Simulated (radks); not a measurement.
The numbers below are computed, except where a source is named.
Species: Xe1.25+. Configuration: [Kr] 4d10 5p6 5s(up 0.5, down 0.25) (fractional occupations, a model configuration).

Code: a radial shooting solver on a logarithmic mesh with Libxc functionals. Model: scalar-relativistic Kohn-Sham, SCAN, spin-polarised, spherical densities, finite nucleus; meta-GGA in the generalised Kohn-Sham scheme; Fermi nuclear charge, rms radius 4.7859 fm.

Energy parts (Ry):
total: -14894.53785
kinetic: 15662.94532
electron-nucleus: -35992.61712
Hartree: 5809.48681
exchange-correlation: -374.35286

Orbitals (lengths in bohr, moments of r in powers of bohr; r(90%) holds 90 % of the orbital's charge):
[
 {"orbital": "1s up", "occ.": "1", "eigenvalue (Ry)": "-2531.673", "r(90%)": "0.0480", "<1/r>": "58.10", "<r^4>": "2.438e-06"},
 {"orbital": "1s down", "occ.": "1", "eigenvalue (Ry)": "-2531.671", "r(90%)": "0.0480", "<1/r>": "58.10", "<r^4>": "2.438e-06"},
 {"orbital": "2s up", "occ.": "1", "eigenvalue (Ry)": "-396.2622", "r(90%)": "0.177", "<1/r>": "13.35", "<r^4>": "0.0004120"},
 {"orbital": "2s down", "occ.": "1", "eigenvalue (Ry)": "-396.2611", "r(90%)": "0.177", "<1/r>": "13.35", "<r^4>": "0.0004120"},
 {"orbital": "2p up", "occ.": "3", "eigenvalue (Ry)": "-355.3890", "r(90%)": "0.163", "<1/r>": "12.73", "<r^4>": "0.0002991"},
 {"orbital": "2p down", "occ.": "3", "eigenvalue (Ry)": "-355.3876", "r(90%)": "0.163", "<1/r>": "12.73", "<r^4>": "0.0002991"},
 {"orbital": "3s up", "occ.": "1", "eigenvalue (Ry)": "-82.47013", "r(90%)": "0.449", "<1/r>": "4.807", "<r^4>": "0.01734"},
 {"orbital": "3s down", "occ.": "1", "eigenvalue (Ry)": "-82.46913", "r(90%)": "0.449", "<1/r>": "4.807", "<r^4>": "0.01734"},
 {"orbital": "3p up", "occ.": "3", "eigenvalue (Ry)": "-69.15977", "r(90%)": "0.456", "<1/r>": "4.560", "<r^4>": "0.01826"},
 {"orbital": "3p down", "occ.": "3", "eigenvalue (Ry)": "-69.15841", "r(90%)": "0.456", "<1/r>": "4.560", "<r^4>": "0.01826"},
 {"orbital": "3d up", "occ.": "5", "eigenvalue (Ry)": "-49.48680", "r(90%)": "0.440", "<1/r>": "4.310", "<r^4>": "0.01586"},
 {"orbital": "3d down", "occ.": "5", "eigenvalue (Ry)": "-49.48494", "r(90%)": "0.440", "<1/r>": "4.310", "<r^4>": "0.01586"},
 {"orbital": "4s up", "occ.": "1", "eigenvalue (Ry)": "-15.94864", "r(90%)": "1.03", "<1/r>": "1.945", "<r^4>": "0.4928"},
 {"orbital": "4s down", "occ.": "1", "eigenvalue (Ry)": "-15.94561", "r(90%)": "1.03", "<1/r>": "1.945", "<r^4>": "0.4925"},
 {"orbital": "4p up", "occ.": "3", "eigenvalue (Ry)": "-11.70899", "r(90%)": "1.11", "<1/r>": "1.787", "<r^4>": "0.6701"},
 {"orbital": "4p down", "occ.": "3", "eigenvalue (Ry)": "-11.70602", "r(90%)": "1.11", "<1/r>": "1.787", "<r^4>": "0.6688"},
 {"orbital": "4d up", "occ.": "5", "eigenvalue (Ry)": "-5.51438", "r(90%)": "1.33", "<1/r>": "1.514", "<r^4>": "1.350"},
 {"orbital": "4d down", "occ.": "5", "eigenvalue (Ry)": "-5.50911", "r(90%)": "1.33", "<1/r>": "1.515", "<r^4>": "1.342"},
 {"orbital": "5s up", "occ.": "0.5", "eigenvalue (Ry)": "-2.45334", "r(90%)": "2.63", "<1/r>": "0.7193", "<r^4>": "20.48"},
 {"orbital": "5s down", "occ.": "0.25", "eigenvalue (Ry)": "-2.42363", "r(90%)": "2.64", "<1/r>": "0.7173", "<r^4>": "20.82"},
 {"orbital": "5p up", "occ.": "3", "eigenvalue (Ry)": "-1.51114", "r(90%)": "3.12", "<1/r>": "0.6053", "<r^4>": "40.63"},
 {"orbital": "5p down", "occ.": "3", "eigenvalue (Ry)": "-1.49063", "r(90%)": "3.14", "<1/r>": "0.6011", "<r^4>": "41.75"}
]

The highest occupied level is 5p down at -20.281 eV. The electron density at the nucleus is 2.804e+05 e/bohr^3 (large components only). The spin density at the nucleus is 23.44 e/bohr^3 (1s 0.09, 2s 0.04, 3s 0.07, 4s 0.26, 5s 22.97). The density falls to 0.001 e/bohr^3 at r = 4.08 bohr. Spin moment in Bohr magnetons: 0.25.
